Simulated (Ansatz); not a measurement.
Isolated molecules relaxed with PBE0-D4/def2-TZVP in Ansatz; ΔE leaves out vibrations. CBS: MP2 limit from def2 TZ/QZ plus the TZ coupled-cluster correction, frozen cores. This one scheme is used for every species. Functionals use def2-TZVPP. B3LYP here is the variant with VWN-RPA as its local correlation; programs differ in this. Each species was taken in one conformer, which may not be the lowest.

Consider the substitution at a C–F bond: `BN=CF` + CH₃SH → `BN=CSC` + H–F.

Question: Is it downhill or uphill in electronic energy at CCSD(T)/CBS, and by how much? (Estimate.)

Answer: Ansatz gave: Downhill: ΔE = -45.6 kJ/mol.

Question: What do these levels give: PBE0-D4, B3LYP-D4, ωB97X-V, ωB97M-V, B2PLYP, PBE, HF/def2-TZVPP, SCS-MP2/def2-TZVPP, CCSD(T)/def2-TZVPP, MP2/def2-QZVPP, HF/CBS(def2), MP2/CBS(def2)? (Best estimate.)

Answer: Computed: PBE0-D4 -40.0, B3LYP-D4 -35.3, ωB97X-V -25.6, ωB97M-V -29.4, B2PLYP -32.5, PBE -34.9, HF/def2-TZVPP -2.4, SCS-MP2/def2-TZVPP -39.3, CCSD(T)/def2-TZVPP -38.6, MP2/def2-QZVPP -55.4, HF/CBS(def2) -2.5, MP2/CBS(def2) -58.4 kJ/mol.

Largest T1 diagnostic among the species: 0.015.

The D4 term adds −12.3 kJ/mol with B3LYP and −6.8 kJ/mol with PBE0; it sums over pairs of atoms, weighted by their polarisabilities, and B3LYP, whose exchange is more repulsive, gets the larger term. In def2-TZVPP, CCSD(T) changes the Hartree–Fock value by −36.2 kJ/mol (the triples alone add −6.7 kJ/mol) and MP2 by −49.0 kJ/mol.
